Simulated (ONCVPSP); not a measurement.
Ni (Z = 28), ONCV: configuration errors across variants

Ni (Z = 28), optimised norm-conserving Vanderbilt (ONCV), made with ONCVPSP 4.0.1 (PBE, scalar-relativistic). Core [Ne], reference 3s2 3p6 3d8 (charge +2). Waves: 3s: rc 0.85 bohr, ncon 4, nbas 9, qcut 8.4 1/bohr, 1 projector; 3p: rc 1.00 bohr, ncon 5, nbas 9, qcut 12.5 1/bohr, 2 projectors, debl 2.1 Ha; 3d: rc 1.50 bohr, ncon 3, nbas 8, qcut 9.4 1/bohr, 2 projectors, debl 1.8 Ha. Local part: polynomial inside 0.60 bohr (lpopt 5, dvloc0 6 Ha). Core correction: none.

In the p channel the program set the typed energies aside and used -3.348, 0.250 Ha.

All-electron excitation energies from the reference (eV): (1) 3s2 3p6 3d8 4s2 -26.674; (2) 3s2 3p6 3d8 4s1 -17.351; (3) 3s2 3p6 3d7 37.467; (4) 3s2 3p6 3d7 4s2 -10.554.

Errors AE − PS in meV (a dash: test not solved or not reliable):

```json
{"change": "base", "(1)": "+710", "(2)": "+460", "(3)": "+112", "(4)": "+1391", "bound ghosts": "none", "GHOST(+) flags above zero": "none"}
{"change": "s: rc 0.6", "(1)": "+305", "(2)": "+195", "(3)": "+112", "(4)": "+680", "bound ghosts": "none", "GHOST(+) flags above zero": "s"}
{"change": "s: rc 0.68", "(1)": "+370", "(2)": "+236", "(3)": "+112", "(4)": "+792", "bound ghosts": "none", "GHOST(+) flags above zero": "s"}
{"change": "s: rc 0.74", "(1)": "+457", "(2)": "+294", "(3)": "+112", "(4)": "+947", "bound ghosts": "none", "GHOST(+) flags above zero": "none"}
{"change": "s: rc 0.84", "(1)": "+683", "(2)": "+441", "(3)": "+112", "(4)": "+1342", "bound ghosts": "none", "GHOST(+) flags above zero": "none"}
{"change": "s: rc 0.9", "(1)": "+871", "(2)": "+563", "(3)": "+112", "(4)": "+1668", "bound ghosts": "none", "GHOST(+) flags above zero": "none"}
{"change": "s: rc 1", "(1)": "+1244", "(2)": "+808", "(3)": "+112", "(4)": "+2316", "bound ghosts": "none", "GHOST(+) flags above zero": "none"}
{"change": "s: rc 1.06", "(1)": "+1524", "(2)": "+993", "(3)": "+112", "(4)": "+2803", "bound ghosts": "none", "GHOST(+) flags above zero": "none"}
{"change": "s: rc 1.18", "(1)": "+2131", "(2)": "+1393", "(3)": "+113", "(4)": "+3810", "bound ghosts": "none", "GHOST(+) flags above zero": "none"}
```

**Question.** Give the same row for: s: rc 1.24.

**Answer.** +2457, +1608, +113, –; bound ghosts: none; GHOST(+) flags above zero: none.
